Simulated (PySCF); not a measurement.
**Basis-set dependence of GeP at MP2**

PySCF, ROHF reference; doublet, unpaired electrons π ↑; De to Ge + P without counterpoise correction. Frozen cores follow the default of each basis and core potential.

```tsv
basis	relativity	functions	Re (Å)	ωe (cm⁻¹)	De (eV)	frozen orbitals
cc-pVDZ-PP/cc-pV(D+d)Z	scalar-relativistic core potentials	46	2.168	485	2.56	9
def2-SVP	no relativity	50	2.153	496	2.59	14
x2c-TZVPPall	spin-free X2C	90	2.147	494	3.02	14
def2-TZVPPD	no relativity	102	2.148	497	3.09	14
```

Question: How does each smaller set differ from the one with most functions, def2-TZVPPD?

Answer: cc-pVDZ-PP/cc-pV(D+d)Z: +2.0 pm, -2.4 % in ωe, -0.53 eV in De; def2-SVP: +0.5 pm, -0.2 % in ωe, -0.50 eV in De; x2c-TZVPPall: -0.1 pm, -0.6 % in ωe, -0.07 eV in De. All at MP2; the set with most functions is neither the basis-set limit nor always the best. The rows treat relativity differently, so the differences are not basis effects alone.

Correlated steps freeze the inner cores (9 to 14 orbitals); shallow outer-core shells are correlated. Correlated levels converge slowly with the basis: in double zeta they bind strong bonds too weakly, by up to about 1 eV, and carry superposition errors of some tenths. Spin–orbit coupling is left out. The state is the lowest determinant that a PBE0 search found; another state may lie lower at other levels.
